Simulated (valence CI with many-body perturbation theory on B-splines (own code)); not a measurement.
Values are calculated unless marked as measured or tabulated.
## Basis-set convergence for Rh XXIV

Level of theory: relativistic CI+MBPT: four valence electrons over a frozen Dirac-Fock core [Ar], radial functions for each j: 7 s, 7 p, 8 d, 6 f, 4 g, 1 h, with the one-electron correlation potential Σ1, the two-electron term Σ2, the three-electron term Σ3, Breit, model QED; selected CI, second order for the rest, scaled by the run's own slope (own B-spline code, finite nucleus).

No measured spectrum was set against this ion. As an estimate, terms of the open shell hold to 2 to 4 % of their energy, and close levels can change places. Only levels of the ground parity were solved; by the run's estimate the other parity begins above the list, which can be wrong where configurations are misplaced.

The reference run has the lowest level 3d4 5D_0 and an ionisation energy of 1131.64 eV. Its largest variational space holds 17806 state functions.

Names give the largest LS component (configuration and term), which can be under half, so a name can repeat, a term be missing and a line seem to break the LS rules; names also repeat where a configuration has a term twice. Letters in brackets count levels of one name in rising energy.

Changed runs:
A. basis 6 s, 6 p, 5 d, 5 f, 1 g
B. basis 5 s, 5 p, 4 d, 4 f

Excitation energies of the reference run in cm⁻¹, and shifts in cm⁻¹:

| Level | Reference | A | B |
| --- | --- | --- | --- |
| 3d4 5D_1 | 19149 | -121 | -224 |
| 3d4 5D_2 | 35984 | -163 | -291 |
| 3d4 5D_3 | 49340 | -151 | -250 |
| 3d4 5D_4 | 58354 | -70 | -75 |
| 3d4 3P_0 [a] | 89093 | +208 | +438 |
| 3d4 3H_4 | 97750 | +167 | +617 |
| 3d4 3G_3 | 117308 | +219 | +762 |
| 3d4 3H_5 | 121457 | +161 | +715 |
| 3d4 3F_2 [a] | 121574 | +305 | +915 |
| 3d4 3P_1 [a] | 122406 | +259 | +717 |
| 3d4 3H_6 | 131104 | +193 | +814 |
| 3d4 3G_4 | 143541 | +197 | +750 |
| Ionisation energy (eV) | 1131.64 | -0.09 | -0.13 |
